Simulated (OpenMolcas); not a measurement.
# Kr3+: effect of the IPEA shift

```yaml
Program: OpenMolcas
Basis: ANO-R2 [6s5p4d3f1g]
Scalar_Hamiltonian: X2C, finite nucleus
Active_space: 3 electrons in 3 orbitals (4p)
State_averaging: 2S+1 = 4 odd, 1 root; 2S+1 = 2 odd, 8 roots
Spin-orbit_coupling: state interaction with AMFI integrals over the reference wave functions, term energies averaged over their components
```

Methods on the same reference wave functions:
A. CASSCF
B. SS-CASPT2, IPEA 0 Eh, imaginary shift 0.1 Eh (closed shells correlated: 3d 4s)
C. SS-CASPT2, IPEA 0.25 Eh, imaginary shift 0.1 Eh (closed shells correlated: 3d 4s)

Energies in cm⁻¹ above 4s² 4p³ ⁴S°_3/2, the measured ground level; measured values from Saloman, J. Phys. Chem. Ref. Data 36, 215 (2007).

| Level | A | B | C | Measured |
| --- | --- | --- | --- | --- |
| 4s² 4p³ ⁴S°_3/2 | 0.0 | 0.0 | 0.0 | 0.0 |
| 4s² 4p³ ²D°_3/2 | 21985 | 18140 | 17980 | 17038 |
| 4s² 4p³ ²D°_5/2 | 23207 | 19470 | 19320 | 18700 |
| 4s² 4p³ ²P°_1/2 | 38278 | 32880 | 32660 | 31056 |
| 4s² 4p³ ²P°_3/2 | 39947 | 34740 | 34520 | 33406 |

Deviations, from unrounded energies. A percentage is the sum of absolute deviations over the sum of measured energies, with the sign that they share, or ± where signs differ.

| Against measurement | Levels | A | B | C |
| --- | --- | --- | --- | --- |
| mean absolute deviation (cm-1) | 4 | 5800 | 1300 | 1100 |
| other terms of the ground configuration (%) | 4 | +23.2 | +5.0 | +4.3 |

C lies closest to measurement on these levels and A furthest from it. The largest miss of C in the table is 4s² 4p³ ²P°_1/2, by +1600 cm-1. The ranking rests on the paired levels alone, and a cruder setting can come out closer through cancelling errors.

Between B and C the level of the table that moves most is 4s² 4p³ ²P°_1/2, by 220 cm-1 (lowest in C, highest in B). Moves below CASPT2's spread within the term are not significant.

The mean deviations of B to C differ by less than CASPT2's widest spread within a term (210 cm-1), so their order carries little weight.

From A to B the spin-free energies of the other terms of 4s² 4p³ shown, above ⁴S°, scale by factors of 0.83 to 0.86.

The lowest spin-free term lies below A's lowest term by 0.547 hartree in B, 0.537 hartree in C.

Term energies are means over components that CASPT2 splits; among the terms shown or strongly mixed into the levels shown the widest spread is 210 cm-1 (4s² 4p³ ²D°, C). With the s shell closed, the reference lacks s² → p² mixing. Computed and measured levels are paired by configuration, term and J; levels that our copy of the source lacks, or whose pairing is in doubt (as where it misses far off the trend of its configuration), stay unpaired and out of the deviations. Levels of configurations outside the active space are missing.

° marks odd parity.
